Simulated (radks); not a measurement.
Values are calculated unless marked as measured or tabulated.
Task: Radial electron density D(r) = 4 pi r^2 rho(r) of an atom or ion with 50 electrons. Code: a radial shooting solver on a logarithmic mesh with Libxc functionals. Model: Dirac Kohn-Sham, PBE, spin-unpolarised, spherical densities, finite nucleus; Fermi nuclear charge, rms radius of each element as measured or else 0.836 A^(1/3) + 0.57 fm.

```
   r/bohr * D(r) (the largest magnitude, 86, reaches the edge; | marks zero)
 0.001704 |  *
 0.002273 |    *
 0.003007 |      *
 0.004011 |          *
  0.00535 |                *
 0.007078 |                      *
 0.009441 |                              *
  0.01259 |                                     *
  0.01666 |                                          *
  0.02222 |                                          *
   0.0294 |                                       *
  0.03921 |                                     *
   0.0523 |                                         *
   0.0692 |                                                   *
   0.0923 |                                                      *
   0.1231 |                                             *
   0.1629 |                                      *
   0.2172 |                                           *
   0.2874 |                                           *
   0.3834 |                         *
   0.5113 |              *
   0.6766 |                *
   0.9024 |             *
    1.194 |      *
    1.592 |  *
    2.124 | *
     2.81 |*
    3.748 *
    4.999 *
    6.615 *
```

What is the nuclear charge?

Result: Z = 52. The innermost maximum, from 1s, lies near gamma/Z bohr with gamma = sqrt(1 - (Z/c)^2) = 0.925, here 0.0178 bohr (found: 0.0196), and its height grows with Z. The density is that of the tellurium ion Te2+ in [Kr] 4d10 5s2 5p2; the configuration itself is not fixed sharply by these data, and Z only to a few units. D(r) has 4 maxima, at r = 0.0196, 0.0859, 0.249, 0.721 bohr, and minima at 0.0383, 0.164, 0.528 bohr, inside which lie 2.03, 11.22, 28.96 electrons.
